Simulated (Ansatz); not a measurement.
C₉H₁₈O₂, SMILES `CCCCOC(=O)CCCC`: the same geometry under several functionals.

```yaml
crystal:
  periodic: [false, false, false]
  atoms:
    - {symbol: C, position_ang: [-1.526176, -1.860814, -1.017261]}
    - {symbol: C, position_ang: [-1.675882, -1.282409, 0.380355]}
    - {symbol: C, position_ang: [-2.639202, -0.105605, 0.470013]}
    - {symbol: C, position_ang: [-2.253689, 1.087321, -0.376635]}
    - {symbol: O, position_ang: [-0.982193, 1.588361, 0.050974]}
    - {symbol: C, position_ang: [-0.001111, 1.685928, -0.859220]}
    - {symbol: O, position_ang: [-0.131914, 1.428018, -2.026402]}
    - {symbol: C, position_ang: [1.279905, 2.130940, -0.210726]}
    - {symbol: C, position_ang: [1.852317, 1.056315, 0.712539]}
    - {symbol: C, position_ang: [2.216043, -0.231489, -0.009102]}
    - {symbol: C, position_ang: [2.734771, -1.300685, 0.935488]}
    - {symbol: H, position_ang: [-1.099378, -1.136906, -1.715277]}
    - {symbol: H, position_ang: [-0.869864, -2.733979, -1.009437]}
    - {symbol: H, position_ang: [-2.493430, -2.178763, -1.417866]}
    - {symbol: H, position_ang: [-0.696578, -0.971751, 0.758181]}
    - {symbol: H, position_ang: [-2.024942, -2.063094, 1.063436]}
    - {symbol: H, position_ang: [-3.639766, -0.419939, 0.150060]}
    - {symbol: H, position_ang: [-2.731007, 0.213590, 1.513061]}
    - {symbol: H, position_ang: [-2.972553, 1.899973, -0.247529]}
    - {symbol: H, position_ang: [-2.195220, 0.841521, -1.436812]}
    - {symbol: H, position_ang: [1.080358, 3.040280, 0.362197]}
    - {symbol: H, position_ang: [1.982720, 2.369460, -1.010190]}
    - {symbol: H, position_ang: [2.742198, 1.460763, 1.206254]}
    - {symbol: H, position_ang: [1.128067, 0.845075, 1.505917]}
    - {symbol: H, position_ang: [2.966812, -0.014569, -0.777098]}
    - {symbol: H, position_ang: [1.342661, -0.612372, -0.549327]}
    - {symbol: H, position_ang: [3.000436, -2.214119, 0.399017]}
    - {symbol: H, position_ang: [3.624999, -0.958542, 1.470974]}
    - {symbol: H, position_ang: [1.981616, -1.562498, 1.684385]}
basis:
  gaussian: {orbitals: def2-TZVPP}
hamiltonian: {xc: {name: B2PLYP}}
```

```sh
$ ansatz run in.yaml --threads 4 --pin off --events-out ev --progress --plain --max-ram 41984MiB --backend cuda --devices 0, --max-vram 37GiB
```

Shortened log:

```
Functional definition: B2PLYP
3496 factors; integrals over basis functions are off by at most 1.0e-3 eV
mean field evaluation 1: about -13683.0060 eV, gradient 8.1e1 eV
mean field evaluation 2: about -13683.3125 eV, gradient 8.1e1 eV
mean field evaluation 4: about -13697.2038 eV, gradient 1.0e1 eV
mean field evaluation 8: about -13697.4099 eV, gradient 1.3e0 eV
mean field evaluation 16: about -13697.4131 eV, gradient 6.2e-4 eV
mean field -13697.41314119 eV, -503.3706484987 hartree, gradient 4.5e-6 eV, S^2 0.000000; 0 other end points of the search recorded, 0 dependent functions left out
11 core orbitals not correlated: weight in the atoms' cores, before any rotation towards them, 1.000 or more for the frozen orbitals, at most 0.000 for the correlated occupied ones
reference -13697.41340220 eV, -503.3706580906 hartree; 33, 33 occupied and 549, 549 virtual orbitals, 3496 factors
second order -66.40547349 eV of doubles, -0.00000000 eV of singles
Total energy: -13715.34288004 eV, -504.0295542483 hartree
```

It took 8.5 s on 4 threads of an AMD EPYC 7R13 on a shared host and a share of an NVIDIA H100 80 GB, with 3.7 GiB of host memory at the peak.

Changing it to `hamiltonian: {xc: {name: revPBE}, dispersion: d4}` (abridged; 5.5 s):

```
Functional definition: revPBE
mean field evaluation 16: about -13722.5980 eV, gradient 1.5e-3 eV
mean field -13722.59799560 eV, -504.2961748272 hartree, gradient 8.1e-5 eV, S^2 0.000000
Total energy: -13724.85697441 eV, -504.3791907672 hartree
```

Changing it to `hamiltonian: {xc: {name: BHLYP}, dispersion: d4}` (abridged; 4.8 s):

```
Functional definition: BHLYP
mean field evaluation 16: about -13718.9277 eV, gradient 6.0e-4 eV
mean field -13718.92772216 eV, -504.1612947663 hartree, gradient 1.6e-5 eV, S^2 0.000000
Total energy: -13719.70622732 eV, -504.1899043029 hartree
```

With the line `hamiltonian: {xc: {name: r2SCAN0}, dispersion: d4}` (abridged; 5 s):

```
Functional definition: r2SCAN0
mean field evaluation 16: about -13717.8383 eV, gradient 2.9e-3 eV
mean field -13717.83834884 eV, -504.1212610350 hartree, gradient 8.4e-6 eV, S^2 0.000000
Total energy: -13718.08384180 eV, -504.1302827348 hartree
```

Changing it to `hamiltonian: {xc: r2scan, dispersion: d4}` and forces (abridged; 7 s):

```
Functional definition: r2SCAN
mean field evaluation 16: about -13719.2385 eV, gradient 2.4e-3 eV
mean field -13719.23844047 eV, -504.1727134536 hartree, gradient 3.6e-5 eV, S^2 0.000000
Total energy: -13719.45588973 eV, -504.1807045665 hartree
Atom 0 force     0.020701    -0.054012    -0.132130 eV/Å
Atom 1 force     0.064351    -0.064676     0.103155 eV/Å
Atom 2 force    -0.111574     0.015745     0.093670 eV/Å
Atom 3 force    -0.330921    -0.041931    -0.195348 eV/Å
Atom 4 force     0.008230     0.079842     0.444131 eV/Å
Atom 5 force     0.274817     0.086232     0.074054 eV/Å
Atom 6 force    -0.040958    -0.112964    -0.492528 eV/Å
Atom 7 force     0.028277     0.158372    -0.030710 eV/Å
Atom 8 force     0.034666     0.007260     0.163509 eV/Å
Atom 9 force    -0.004888    -0.017363    -0.139345 eV/Å
Atom 10 force     0.050468    -0.108526     0.084428 eV/Å
Atom 11 force    -0.003291    -0.003585     0.010633 eV/Å
Atom 12 force    -0.008735     0.012361    -0.004393 eV/Å
Atom 13 force     0.007761     0.008206     0.004377 eV/Å
Atom 14 force     0.018277     0.014689     0.003275 eV/Å
Atom 15 force     0.004419     0.001826     0.002727 eV/Å
Atom 16 force    -0.000213     0.000494    -0.003896 eV/Å
Atom 17 force    -0.000650     0.003032     0.003189 eV/Å
Atom 18 force     0.007299     0.006269     0.004276 eV/Å
Atom 19 force     0.008172    -0.001440     0.001081 eV/Å
Atom 20 force     0.007633    -0.000327     0.008789 eV/Å
Atom 21 force    -0.001855    -0.007304     0.004535 eV/Å
Atom 22 force     0.007526    -0.005742     0.005446 eV/Å
Atom 23 force    -0.007052    -0.005728     0.003243 eV/Å
Atom 24 force    -0.001536     0.005754    -0.006177 eV/Å
Atom 25 force    -0.022855     0.003770    -0.007277 eV/Å
Atom 26 force    -0.002779     0.013212     0.013536 eV/Å
Atom 27 force    -0.014476    -0.001636    -0.006746 eV/Å
Atom 28 force     0.009183     0.008171    -0.009505 eV/Å
Dipole moment:    -0.052908    -0.046023     0.410451 e Å
```
